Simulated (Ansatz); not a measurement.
Start from `[CH2]1O[SiH2][GaH]1` and change one element to get `B1CO[SiH2]1`.

Ansatz, PBE0-D4/def2-TZVP geometries, multiplicity 1. 

Scalar relativity is left out up to krypton.

```csv
property,`[CH2]1O[SiH2][GaH]1`
HOMO–LUMO gap (ωB97M-V/def2-TZVPP) / eV,8.52
size of the dipole moment (PBE/def2-TZVPP) / D,1.63
HOMO energy (PBE0/def2-TZVPP) / eV,-6.80
HOMO–LUMO gap (PBE0/def2-TZVPP) / eV,4.76
HOMO energy (PBE/def2-TZVPP) / eV,-5.77
size of the dipole moment (ωB97M-V/def2-TZVPP) / D,1.96
```

Problem. What does the change do to each property? (An estimate is asked.)

Solution. The calculation gave: 
```json
{"property": "HOMO–LUMO gap (ωB97M-V/def2-TZVPP) / eV", "`B1CO[SiH2]1`": "9.53", "shift": "1.01"}
{"property": "size of the dipole moment (PBE/def2-TZVPP) / D", "`B1CO[SiH2]1`": "1.39", "shift": "-0.24"}
{"property": "HOMO energy (PBE0/def2-TZVPP) / eV", "`B1CO[SiH2]1`": "-7.67", "shift": "-0.87"}
{"property": "HOMO–LUMO gap (PBE0/def2-TZVPP) / eV", "`B1CO[SiH2]1`": "5.37", "shift": "0.61"}
{"property": "HOMO energy (PBE/def2-TZVPP) / eV", "`B1CO[SiH2]1`": "-6.48", "shift": "-0.71"}
{"property": "size of the dipole moment (ωB97M-V/def2-TZVPP) / D", "`B1CO[SiH2]1`": "1.60", "shift": "-0.36"}
```

With PBE0 the HOMO falls by 0.87 eV and the LUMO falls by 0.25 eV, so the gap widens by about 0.62 eV. PBE moves the HOMO by -0.71 eV and ωB97M-V by -0.98 eV. Dipoles are sizes alone; their direction can turn.
